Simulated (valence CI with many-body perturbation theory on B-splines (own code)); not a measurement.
The numbers below are computed, except where a source is named.
**Ag8+: what the settings do**

Method: configuration interaction combined with many-body perturbation theory (CI+MBPT): three valence electrons over a frozen Dirac-Fock core [Kr], radial functions for each j: 6 s, 6 p, 5 d, 5 f, 1 g, with the one-electron correlation potential Σ1, the two-electron term Σ2, the three-electron term Σ3, Breit, model QED; selected CI, second order for the rest, scaled by the run's own slope (own B-spline code, finite nucleus).

No measured spectrum was set against this ion. As an estimate, terms of the open shell hold to 2 to 4 % of their energy, and close levels can change places; different configurations can be misplaced against each other by 1,000 to 8,000 cm⁻¹. Only levels of the ground parity were solved; by the run's estimate the other parity begins above the list, which can be wrong where configurations are misplaced.

The reference run has the lowest level 4d3 4F_3/2 and an ionisation energy of 146.368 eV. Its largest variational space holds 4074 state functions.

Names give the largest LS component (configuration and term), which can be under half, so a name can repeat, a term be missing and a line seem to break the LS rules; names also repeat where a configuration has a term twice. Letters in brackets count levels of one name in rising energy.

Changed runs:
A. lowest core n in screening and Σ2 2 → 1; logarithmic knot step 0.27 → 0.2
B. core polarisation of operators on → off
C. three-electron term on → off
D. scale of Σ1 1 → -1 (bad on purpose)

Excitation energies of the reference run in cm⁻¹, and shifts in cm⁻¹:

| Level | Reference | A | B | C | D |
| --- | --- | --- | --- | --- | --- |
| 4d3 4F_5/2 | 3091 | +0.1 | 0 | -18 | -270 |
| 4d3 4F_7/2 | 6514 | +0.1 | 0 | -21 | -517 |
| 4d3 4F_9/2 | 9884 | +0.2 | 0 | -0.2 | -701 |
| 4d3 4P_3/2 | 18208 | +0.1 | 0 | +77 | -221 |
| 4d3 4P_1/2 | 18913 | +0.2 | 0 | +101 | -359 |
| 4d3 2G_7/2 | 22377 | +0.2 | 0 | +392 | -595 |
| 4d3 2G_9/2 | 23353 | +0.2 | 0 | +245 | -576 |
| 4d3 4P_5/2 | 23476 | +0.3 | 0 | +176 | -713 |
| 4d3 2D_3/2 [a] | 28017 | +0.3 | 0 | +316 | -670 |
| 4d3 2P_1/2 | 29719 | +0.3 | 0 | -234 | -783 |
| 4d3 2H_11/2 | 31220 | +0.3 | 0 | +158 | -898 |
| 4d3 2H_9/2 | 32249 | +0.4 | 0 | +268 | -1145 |
| Ionisation energy (eV) | 146.368 | +0.0017 | 0 | +0.00025 | -3.727 |

No effect on these energies: B.
